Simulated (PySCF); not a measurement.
Cl3Ga (SMILES [Cl][Ga]([Cl])[Cl]), singlet, geometry from GFN2-xTB (such geometries of metal compounds can be far from the true shape). Base run: HF/def2-SV(P) in PySCF.

Here is a job for PySCF.
```python
from pyscf import gto, scf

mol = gto.Mole()
mol.atom = '''
    Ga    0.00000000    0.00000000   -0.00000000
    Cl   -1.75999983   -1.10581726   -0.20820478
    Cl    0.10032532    1.95214694   -0.73677512
    Cl    1.65967451   -0.84632969    0.94497990
'''
mol.basis = 'def2-sv(p)'
mol.verbose = 5
mol.build()

mf = scf.RHF(mol)
mf.kernel()
mf.analyze()
```

Variants of this job, named by their change:

```csv
change,ΔE vs base (mEh),fitting functions
base,0.000,-
only_dfj = on; auxbasis = def2-universal-jfit,-0.448,211
auxbasis = cc-pvtz-ri,-2757.1,532
auxbasis = even-tempered beta=3.0,-12.044,536
auxbasis = autoaux,0.245,781
auxbasis = cc-pvtz-jkfit,0.129,570
"exchange = seminumerical (SGX) (with mf = sgx.sgx_fit(mf, auxbasis='def2-universal-jfit'); with mf.with_df.dfj = True)",-0.490,211
auxbasis = even-tempered beta=1.6,0.122,1174
auxbasis = default (with mf = mf.density_fit()),0.179,650
auxbasis = even-tempered beta=2.0,0.156,812
```

A fitting set is made for a task (jfit for Coulomb, jkfit for Coulomb and exchange, ri for correlation) and for a family of orbital bases.
